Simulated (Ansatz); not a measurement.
Reaction (formal exchange of groups at the Al–O bond): `[OH][Al]([SH])[O][SiH3]` + `CC` → `C[CH2][Al]([OH])[SH]` + `O[SiH3]`

Calculated with Ansatz (gas phase, PBE0-D4/def2-TZVP geometries, no zero-point term in ΔE). CCSD(T)/CBS adds triple-zeta CCSD(T) − MP2 to the extrapolated MP2 energy (def2 sets, frozen cores). This one scheme is used for every species. DFT in def2-TZVPP. B3LYP here is the variant with VWN-RPA as its local correlation; programs differ in this. HSE06 is defined as in plane-wave codes. Each species was taken in one conformer, which may not be the lowest.

```tsv
level	ΔE (kJ/mol)	difference from CCSD(T)/CBS
PBE0-D4	160.6	-8.4
B3LYP-D4	171.7	2.7
HSE06-D4	160.3	-8.7
ωB97X-V	167.9	-1.1
revPBE	155.5	-13.5
PBE0	161.6	-7.4
r2SCANh	170.8	1.8
MP2/def2-SVP	180.3	11.3
CCSD/def2-TZVPP	174.7	5.7
CCSD(T)/def2-TZVPP	170.8	1.8
CCSD(T)/CBS	169.0	0
```

Largest T1 diagnostic among the species: 0.012.

At CCSD(T), def2-SVP lies +9.7 kJ/mol from the extrapolated value and def2-TZVPP +1.8 kJ/mol. Leaving LDA and LC-ωPBE aside and taking each functional with its dispersion term where it has one, the values, not all of them listed here, spread over 28.1 kJ/mol, from PBE-D4 to BHLYP-D4.
